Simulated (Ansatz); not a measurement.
`NC(=O)[SiH3]` and `CNC(N)=O` differ in one atom or group.

Ansatz, PBE0-D4/def2-TZVP geometries, multiplicity 1. Each molecule was computed in one conformer, which needn't be the lowest.

```csv
property,`NC(=O)[SiH3]`
size of the dipole moment (B3LYP/def2-TZVPP) / D,3.56
LUMO energy (B3LYP/def2-TZVPP) / eV,-0.55
LUMO energy (PBE/def2-TZVPP) / eV,-1.33
HOMO–LUMO gap (B3LYP/def2-TZVPP) / eV,6.36
HOMO energy (B3LYP/def2-TZVPP) / eV,-6.91
HOMO energy (ωB97M-V/def2-TZVPP) / eV,-9.46
```

(1) Give the same properties after the change, and the shifts. (An estimate is asked.)

Answers

(1) The calculation gave: 
| property | `CNC(N)=O` | shift |
| --- | --- | --- |
| size of the dipole moment (B3LYP/def2-TZVPP) / D | 3.80 | 0.24 |
| LUMO energy (B3LYP/def2-TZVPP) / eV | 0.36 | 0.91 |
| LUMO energy (PBE/def2-TZVPP) / eV | -0.09 | 1.24 |
| HOMO–LUMO gap (B3LYP/def2-TZVPP) / eV | 7.39 | 1.03 |
| HOMO energy (B3LYP/def2-TZVPP) / eV | -7.02 | -0.11 |
| HOMO energy (ωB97M-V/def2-TZVPP) / eV | -9.62 | -0.16 |

With PBE0 the HOMO falls by 0.12 eV and the LUMO rises by 1.06 eV, so the gap widens by about 1.18 eV. PBE moves the HOMO by -0.06 eV and ωB97M-V by -0.16 eV. Dipoles are sizes alone; their direction can turn.

B3LYP here is the variant with VWN-RPA as its local correlation; programs differ in this.
